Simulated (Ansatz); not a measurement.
Frontier orbitals of C3H9ClS3Sn (`C[S][Sn]([Cl])([S]C)[S]C`).

Cartesian coordinates in Å:
```
C 1.8115 0.7305 1.3929
S 0.0802 0.2867 1.7350
Sn -0.5620 -0.2373 -0.5032
Cl -2.8070 -0.8380 -0.2574
S 0.6884 -2.0594 -1.3736
C 0.2970 -3.2785 -0.0807
S -0.3638 1.6452 -1.9380
C -1.4298 2.7881 -1.0062
H 2.3626 -0.1136 0.9790
H 1.8761 1.5830 0.7171
H 2.2508 1.0047 2.3521
H 0.8986 -4.1592 -0.3052
H 0.5639 -2.9072 0.9084
H -0.7575 -3.5496 -0.1074
H -2.4670 2.4569 -1.0261
H -1.3518 3.7513 -1.5103
H -1.0902 2.8964 0.0236
```

Total charge 0; spin multiplicity 1. Correlated methods include outer-core shells of Sn, which these sets cover unevenly. Sn: def2 effective core potential. Geometry: relaxed with PBE0-D4/def2-TZVP. It is one conformer, not always the lowest. Basis def2-TZVPP, Ansatz 0.2.0.

```csv
functional,HOMO (eV),LUMO (eV),gap (eV)
LDA (SPW92),-6.06,-2.93,3.13
PBE,-5.94,-2.65,3.29
PBE0,-7.18,-1.80,5.38
r2SCAN0,-7.35,-1.70,5.65
CAM-B3LYP,-8.50,-0.82,7.68
ωB97X-V,-9.55,0.24,9.79
ωB97M-V,-9.37,0.12,9.49
```

Against PBE, PBE0 changes HOMO and LUMO by −1.24 and +0.85 eV, ωB97M-V by −3.43 and +2.77 eV. A gap of 3.30 eV thus becomes 9.49 eV for the same molecule, so an orbital gap means little without its functional. A positive LUMO is unbound and depends on the basis.
